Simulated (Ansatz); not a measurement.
Coupled-cluster diagnostics for (OH)3Ti-NH-SiH3 (TiSiNO₃H₇), Ansatz.

Geometry of the singlet (r2SCAN-D4/def2-SVP):

```xyz
13

Ti    0.806    0.170   -0.751
O     1.299   -1.438   -0.099
O     2.073    1.432   -0.605
O     0.286   -0.008   -2.460
N    -0.647    0.663    0.363
Si   -1.517   -0.438    1.400
H     1.920   -1.615    0.619
H     2.551    1.918   -1.288
H    -0.590   -0.030   -2.861
H    -0.790    1.659    0.543
H    -1.898   -1.666    0.642
H    -2.765    0.223    1.900
H    -0.727   -0.871    2.598
```

Correlated methods freeze 14 core orbitals; core or outer-core shells of Ti are correlated, in sets that lack core-valence functions.

Geometry of the charge 0 triplet (r2SCAN-D4/def2-SVP):

```xyz
13

Ti    1.028    0.805   -0.277
O    -0.933    1.107   -0.456
O     1.826    1.359   -1.800
O     1.793    0.983    1.338
N    -0.053   -1.022   -0.378
Si   -1.375   -1.312    0.763
H    -1.311    1.057   -1.347
H     2.629    1.735   -2.171
H     1.734    1.100    2.290
H    -0.160   -1.475   -1.293
H    -1.191   -0.430    1.945
H    -1.248   -2.738    1.214
H    -2.739   -1.169    0.172
```

Q: Estimate the CCSD(T) correlation energy, the shares of MP2 and (T), T1 and the reference's ⟨S²⟩ for: charge 0, singlet, own geometry in def2-SVP; charge 0, triplet, own geometry in def2-SVP; charge 1, doublet, vertical in def2-SVP; and the rough time on 2 threads of AMD EPYC 7R13 on a shared host and a share (18 GiB) of an NVIDIA H100 80GB HBM3.

A: 
```
                          state     basis  correlation (eV)  MP2 share (%)  (T) share (%)     T1  ⟨S²⟩ (pure)  wall time
charge 0, singlet, own geometry  def2-SVP           -33.561           93.9            3.7  0.021  0.00 (0.00)      3.7 s
charge 0, triplet, own geometry  def2-SVP           -31.590           91.5            2.8  0.028  2.02 (2.00)        6 s
    charge 1, doublet, vertical  def2-SVP           -32.923           93.1            4.0  0.029  0.76 (0.75)        8 s
```
Customary marks for T1 are 0.02 (closed shells), 0.045 (open shells) and about 0.05 (3d metals). T1 exceeds 0.02 in 3 of 3 rows and 0.045 in 0; the higher it lies, the less the single-reference result can be trusted.
